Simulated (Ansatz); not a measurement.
Total energies of `FCC(F)(F)OC(F)C(F)F`.

```xyz
15

F    -2.163   -1.738    0.515
C    -1.668   -1.564   -0.745
C    -0.902   -0.262   -0.825
F    -1.705    0.787   -0.531
F    -0.501   -0.078   -2.101
O     0.161   -0.295    0.027
C     0.985    0.826    0.065
F     2.013    0.677   -0.806
C     1.528    0.927    1.484
F     2.308   -0.132    1.762
F     2.275    2.046    1.582
H    -0.991   -2.385   -0.992
H    -2.493   -1.521   -1.460
H     0.440    1.739   -0.191
H     0.713    0.973    2.214
```

The species carries charge 0 and has multiplicity 1. The geometry is a stationary point of PBE0-D4/def2-TZVP. It is one conformer, not always the lowest. Basis def2-TZVPP, Ansatz.

RPA on PBE orbitals: Hartree–Fock energy of these orbitals -825.51581 Eh, correlation -3.57861 Eh (frozen core).

| functional | energy without D4 (Eh) | D4 term (kJ/mol) |
| --- | --- | --- |
| LDA (SPW92) | -823.75817 | – |
| PBE | -828.63768 | -31.1 |
| revPBE | -829.18682 | -107.4 |
| BLYP | -829.34740 | -68.9 |
| r2SCAN | -829.10817 | -8.5 |
| B97M-V | -829.23613 | – |
| PBE0 | -828.64624 | -26.2 |
| B3LYP | -829.46790 | -48.9 |
| r2SCANh | -829.06304 | -8.9 |
| r2SCAN0 | -828.99833 | -9.7 |
| HSE06 (plane-wave form) | -828.61126 | -24.1 |
| BHLYP | -829.12391 | -33.1 |
| CAM-B3LYP | -829.24443 | -26.0 |
| LC-ωPBE | -829.01156 | – |
| ωB97X-V | -829.21212 | – |
| ωB97M-V | -829.26068 | – |
| B2PLYP | -828.97414 | – |
| PBE-QIDH | -828.54178 | – |

B3LYP takes the VWN-RPA correlation (the form of Gaussian; ORCA's B3LYP/G). HSE06 is the plane-wave form, built on full-range PBE exchange. The double hybrids freeze the cores in their second-order part.

LC-ωPBE has ω = 0.4 bohr⁻¹.
